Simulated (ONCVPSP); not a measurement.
## Which setting gave this result? (antimony (Sb), ONCV)

Base potential:

ONCVPSP 4.0.1 input, shortened (lines: element, Z, core and valence counts, functional; n l f; lmax; l rc ep ncon nbas qcut; lloc lpopt rc5 dvloc0; l nproj debl; icmod fcfact rcfact), PBEsol, fully relativistic:

```
  Sb 51.00    6    5  -116133      upf
    1    0    2.00
    2    0    2.00
    2    1    6.00
    3    0    2.00
    3    1    6.00
    3    2   10.00
    4    0    2.00
    4    1    6.00
    4    2   10.00
    5    0    2.00
    5    1    3.00
    2
    0    1.40    0.00    4    8    6.80
    1    1.60    0.00    4    7    6.60
    2    1.60    0.00    3    8    9.30
    4    3    0.90    0.00
    0    2    0.40
    1    2    2.20
    2    1    2.50
    2    0.20    0.90
```

Open shells are filled in proportion to 2j + 1.

Cutoffs, loose and tight: the cutoffs (Ha) at which the residual kinetic energy of the hardest occupied pseudo-wave falls to 1 and 0.1 mHa per electron. They do not see the model core or the augmentation charge, which bear on the density cutoff. Test errors are all-electron minus pseudo excitation energies from the reference, over the configurations 4s2 4p6 4d10 5s2 5p2; 4s2 4p6 4d10 5s2 5p1; 4s2 4p6 4d10 5s2 5p0; 4s1 4p6 4d10 5s2 5p3; variants that change the core or the reference have their own tests.

Only the scale of all radii but the core radius (base = 1) is moved:

```csv
scale of all radii but the core radius (base = 1),"cutoff, loose","cutoff, tight",bound ghosts,largest test error (meV)
0.79,134 Ha,158 Ha,none,-210 over the solved tests; 2 of 4 tests not solved or not reliable
0.87,69 Ha,120 Ha,none,-411
0.91,35 Ha,109 Ha,none,-514
0.99,34 Ha,76 Ha,p1/2,-694
1.06,32 Ha,51 Ha,none,-800
1.11,31 Ha,37 Ha,none,-697
1.17,30 Ha,34 Ha,none,-1010
1.31,28 Ha,32 Ha,p1/2,-1548
```

Question: One more run gave cutoff, loose: 29 Ha; cutoff, tight: 33 Ha; bound ghosts: none; largest test error (meV): -1132. Which value of the scale of all radii but the core radius (base = 1) was used?

Answer: 1.25. The loose cutoff moves one way along this sweep, from 134 Ha at 0.79 to 28 Ha at 1.31, which places the run between 1.17 and 1.31.
